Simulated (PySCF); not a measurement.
Si(H)2(SH)2 (H4S2Si), SMILES S[SiH2]S. Atoms are numbered in the order given.

```xyz
7

Si     0.0000     0.0000    -0.7886
S     -1.7956    -0.0521     0.3797
S      1.7956     0.0521     0.3797
H     -0.1006    -1.2126    -1.6254
H      0.1006     1.2126    -1.6254
H     -1.5167     1.0668     1.0712
H      1.5167    -1.0668     1.0712
```
Charge 0, spin multiplicity 1.

Geometry optimised at B3LYP-D3(BJ)/def2-TZVP. Other conformers were not sampled.

Level of theory: CAM-B3LYP/def2-TZVPD run with PySCF.

Symmetry labels are those of the subgroup C2 that the program uses (full group C2).

Computed valence orbital energies around the gap with their symmetry:
```tsv
orbital	symmetry	energy (eV)
HOMO−7	A	-16.57
HOMO−6	B	-13.76
HOMO−5	A	-12.64
HOMO−4	B	-11.73
HOMO−3	A	-11.50
HOMO−2	B	-10.66
HOMO−1	A	-9.25
HOMO	B	-8.80
LUMO	A	0.35
LUMO+1	A	0.57
LUMO+2	B	0.64
LUMO+3	B	1.13
```
